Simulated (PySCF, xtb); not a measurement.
Hf(OH)3 (H₃HfO₃), SMILES [OH][Hf]([OH])[OH] (connectivity only; charge and spin as stated), neutral, multiplicity 2. Other conformers were not sampled.

Harmonic wavenumbers (cm⁻¹) from xtb with GFN2-xTB at its own minimum, in rising order: 87, 95, 116, 163, 318, 333, 465, 486, 519, 547, 553, 607, 3523, 3533, 3536.

Question: What does PBE-D3(BJ)/def2-SVP run with PySCF 2.14.0 give at its own minimum? (The exact figures need the calculation; the answer reports its results.)

Answer: 81, 101, 146, 146, 261, 261, 375, 375, 379, 676, 676, 691, 3891, 3891, 3893. Paired by order, the mean absolute difference is 130 cm⁻¹ and the zero-point energies are 21.3 and 22.7 kcal/mol.
